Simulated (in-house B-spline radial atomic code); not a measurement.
# How G0W0 and RPA depend on the start: Se+

Configuration [Ar] 3d10 4s2 4p3, highest spin. Computed with an all-electron radial atomic-structure program (B-spline basis): all electrons, scalar-relativistic (spin-free one-electron X2C), finite nucleus, each spin shell either full or empty, empty states to l = 9 with an (l + 1/2)⁻⁴ tail; G0W0 by contour deformation at full frequency.

| start | mean-field 4p up (eV) | G0W0 (eV) | QP weight | RPA correlation (Eh) |
| --- | --- | --- | --- | --- |
| Hartree-Fock | -21.427 | -21.852 | 0.959 | -2.2113 |
| LDA VWN5 | -16.440 | -21.361 | 0.898 | -2.4422 |
| PBE | -16.401 | -21.367 | 0.895 | -2.4371 |
| PBE0 | -17.847 | -21.543 | 0.925 | -2.3732 |
| r2SCAN | -16.918 | -21.457 | 0.916 | -2.3969 |
| HSE06 | -17.404 | -21.501 | 0.918 | -2.3799 |
| B3LYP (VWN-RPA) | -17.390 | -21.492 | 0.919 | -2.3878 |
| SCAN | -16.935 | -21.430 | 0.917 | -2.3956 |
| TPSS | -16.569 | -21.409 | 0.901 | -2.4245 |
| BHandHLYP | -18.945 | ? | ? | ? |
| CAM-B3LYP | -19.076 | ? | ? | ? |
| LC-wPBE | -20.722 | -21.753 | 0.952 | -2.3557 |
| wB97X | -20.121 | -21.727 | 0.950 | -2.3429 |
| PBEsol | -16.391 | -21.369 | 0.897 | -2.4388 |
| BLYP | -16.064 | -21.323 | 0.891 | -2.4395 |
| r2SCAN0 | -18.197 | -21.571 | 0.933 | -2.3471 |
| LDA exchange-only | -15.523 | -21.376 | 0.881 | -2.4416 |

(1) What G0W0 level, weight and RPA correlation energy follow from the CAM-B3LYP start?

(2) What G0W0 level, weight and RPA correlation energy follow from the BHandHLYP start?

(3) How much of the dependence on the start does G0W0 remove?

Results:

(1) G0W0 level -21.651 eV, weight 0.940, RPA correlation -2.3586 hartree.

(2) G0W0 level -21.636 eV, weight 0.940, RPA correlation -2.3166 hartree.

(3) The mean-field levels span 5.9 eV and the G0W0 levels 0.529 eV. Against 21.196 ± 0.01 eV (NIST, measured) the G0W0 removal energies are off by +0.13 to +0.66 eV, with spin-orbit coupling, Breit and QED terms left out.
